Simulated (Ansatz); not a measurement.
`CC1[SiH2]C[SiH2]1`, one more setting.

```yaml
crystal:
  periodic: [false, false, false]
  atoms:
    - {symbol: C, position_ang: [-1.341681, -0.056477, 1.489710]}
    - {symbol: C, position_ang: [-0.202806, 0.336923, 0.667734]}
    - {symbol: Si, position_ang: [1.079375, -0.847651, 0.146075]}
    - {symbol: C, position_ang: [1.249484, -0.007207, -1.454556]}
    - {symbol: Si, position_ang: [-0.368529, 0.737814, -1.101821]}
    - {symbol: H, position_ang: [-1.045958, -0.351690, 2.453138]}
    - {symbol: H, position_ang: [-2.032003, 0.726705, 1.603179]}
    - {symbol: H, position_ang: [-1.855743, -0.864468, 1.060942]}
    - {symbol: H, position_ang: [0.310557, 1.149537, 1.104116]}
    - {symbol: H, position_ang: [2.252190, -0.938010, 0.961181]}
    - {symbol: H, position_ang: [0.532045, -2.160063, -0.008859]}
    - {symbol: H, position_ang: [1.353739, -0.589883, -2.315620]}
    - {symbol: H, position_ang: [2.016004, 0.709539, -1.433707]}
    - {symbol: H, position_ang: [-1.430238, -0.010984, -1.700184]}
    - {symbol: H, position_ang: [-0.537267, 2.117342, -1.443102]}
basis:
  gaussian: {orbitals: def2-SVPD}
hamiltonian: {xc: {name: PBE0-DH}}
output: {forces: true}
```

```sh
$ ansatz run in.yaml --threads 4 --pin off --events-out ev --progress --plain --max-ram 10444MiB
```

Shortened log:

```
Functional definition: PBE0-DH
1856 factors; integrals over basis functions are off by at most 1.1e-3 eV
mean field evaluation 1: about -19000.5129 eV, gradient 5.2e1 eV
mean field evaluation 2: about -19000.5887 eV, gradient 5.2e1 eV
mean field evaluation 4: about -19006.8783 eV, gradient 3.7e0 eV
mean field evaluation 8: about -19006.9144 eV, gradient 2.2e-1 eV
mean field evaluation 16: about -19006.9145 eV, gradient 3.2e-5 eV
mean field -19006.91454428 eV, -698.4912261530 hartree, gradient 1.4e-6 eV, S^2 0.000000; 0 other end points of the search recorded, 0 dependent functions left out
13 core orbitals not correlated: weight in the atoms' cores, before any rotation towards them, 1.000 or more for the frozen orbitals, at most 0.000 for the correlated occupied ones
reference -19006.91457052 eV, -698.4912271172 hartree; 15, 15 occupied and 160, 160 virtual orbitals, 1856 factors
second order -22.04850706 eV of doubles, -0.00000000 eV of singles
Total energy: -19009.67063390 eV, -698.5925105784 hartree
Atom 0 at    -1.341681    -0.056477     1.489710 Å, force    -0.086094     0.040346     0.150917 eV/Å
Atom 1 at    -0.202806     0.336923     0.667734 Å, force    -0.290027    -0.132953     0.167106 eV/Å
Atom 2 at     1.079375    -0.847651     0.146075 Å, force     0.683879    -0.733029     0.542141 eV/Å
Atom 3 at     1.249484    -0.007207    -1.454556 Å, force     0.125636    -0.182655    -0.378269 eV/Å
Atom 4 at    -0.368529     0.737814    -1.101821 Å, force    -0.644082     0.720982    -0.602196 eV/Å
Atom 5 at    -1.045958    -0.351690     2.453138 Å, force     0.447563    -0.539294     1.730888 eV/Å
Atom 6 at    -2.032003     0.726705     1.603179 Å, force    -1.273534     1.343257     0.247300 eV/Å
Atom 7 at    -1.855743    -0.864468     1.060942 Å, force    -0.953399    -1.429649    -0.708098 eV/Å
Atom 8 at     0.310557     1.149537     1.104116 Å, force     0.926812     1.418222     0.726098 eV/Å
Atom 9 at     2.252190    -0.938010     0.961181 Å, force     1.063851    -0.099643     0.741393 eV/Å
Atom 10 at     0.532045    -2.160063    -0.008859 Å, force    -0.511988    -1.204466    -0.143190 eV/Å
Atom 11 at     1.353739    -0.589883    -2.315620 Å, force     0.260380    -1.042605    -1.626644 eV/Å
Atom 12 at     2.016004     0.709539    -1.433707 Å, force     1.395565     1.287554     0.016441 eV/Å
Atom 13 at    -1.430238    -0.010984    -1.700184 Å, force    -0.976824    -0.695468    -0.543817 eV/Å
Atom 14 at    -0.537267     2.117342    -1.443102 Å, force    -0.167739     1.249402    -0.320070 eV/Å
Dipole moment:     0.060506     0.089060     0.042916 e Å
```

It took 6.5 s on 4 threads of an Intel Xeon 6975P-C on a shared host, with 0.74 GiB of host memory at the peak.
